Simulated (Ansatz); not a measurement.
A set of 12 reactions (ligand exchange), with CCSD(T)/CBS values in kJ/mol:

```tsv
reaction	ΔE
`CO[SiH2]P` + CH₃SH → `CSP` + `CO[SiH3]`	14.0
`CSB(N)F` + CH₃OH → `COB(N)F` + CH₃SH	-62.5
`C[SiH2]O[SiH2]N` + H–F → `C[SiH2]O[SiH2]F` + NH₃	-87.8
`CB[CH](F)[AlH2]` + H–F → `CBF` + `F[CH2][AlH2]`	-112.1
`C#CB(F)F` + `CNC` → `CN(C)B(F)F` + `C#C`	-84.7
`[OH][GaH][Cl]` + H₂S → `[SH][GaH][Cl]` + H₂O	-31.0
`CC(C)[Si]Cl` + H–F → `CC(C)[Si]F` + HCl	-26.0
`C=C(CCl)[SiH2]F` + H₂Se → `F[SiH2][SeH]` + `C=CCCl`	-64.1
`C[CH2][AlH][CH2]C` + HBr → `C[CH2][AlH][Br]` + `CC`	-195.1
`[Ga][Br]` + HCl → `[Cl][Ga]` + HBr	10.4
`O[SiH2]BO[SiH3]` + `C[SiH2]N` → `C[SiH2]N[SiH2]O` + `BO[SiH3]`	-112.1
`CC[SiH2]P` + `CCO` → `CCO[SiH2]P` + `CC`	-98.2
```

Isolated molecules relaxed with PBE0-D4/def2-TZVP in Ansatz; ΔE leaves out vibrations. CCSD(T)/CBS is the MP2 limit (def2-TZVPP, def2-QZVPP) plus CCSD(T) − MP2 in def2-TZVPP, frozen cores. This one scheme is used for every species. DFT in def2-TZVPP. B3LYP here is the variant with VWN-RPA as its local correlation; programs differ in this. For Br, Ga, Se outer-core shells are correlated without core-valence functions, which leaves a few kJ/mol of doubt a bond. Scalar relativity is left out up to krypton. One conformer a species, not always the lowest.

Problem. Give the mean, mean absolute and largest difference (level minus CCSD(T)/CBS, kJ/mol) for: PBE-D4, PBE0-D4, B3LYP-D4, ωB97X-V, B2PLYP, r2SCAN, PBE0, HF/def2-TZVPP, CCSD(T)/def2-TZVPP, HF/def2-QZVPP, MP2/def2-QZVPP, SCS-MP2/def2-QZVPP, HF/CBS(def2), MP2/CBS(def2). (Best estimate.)

Solution. The calculation gave: 
| level | mean | mean absolute | largest |
| --- | --- | --- | --- |
| PBE-D4 | 7.0 | 7.2 | 17.9 |
| PBE0-D4 | 4.0 | 4.9 | 11.2 |
| B3LYP-D4 | -1.5 | 3.9 | -16.4 |
| ωB97X-V | -0.9 | 3.8 | -14.1 |
| B2PLYP | -3.5 | 5.5 | -21.6 |
| r2SCAN | 0.1 | 2.8 | 5.3 |
| PBE0 | 2.4 | 3.8 | 13.8 |
| HF/def2-TZVPP | -14.8 | 16.8 | -75.8 |
| CCSD(T)/def2-TZVPP | 0.5 | 2.4 | 5.9 |
| HF/def2-QZVPP | -15.3 | 17.5 | -75.9 |
| MP2/def2-QZVPP | -0.4 | 2.7 | -9.0 |
| SCS-MP2/def2-QZVPP | -3.0 | 4.4 | -13.2 |
| HF/CBS(def2) | -15.4 | 17.6 | -75.9 |
| MP2/CBS(def2) | -0.4 | 3.6 | -8.6 |

The largest T1 diagnostic in the set is 0.014, for `C#CB(F)F` (customary mark 0.02).

CCSD(T)/CBS is a level of theory with its own doubt, and the functionals carry their triple-zeta basis error, so these figures describe this set and don't rank the functionals.
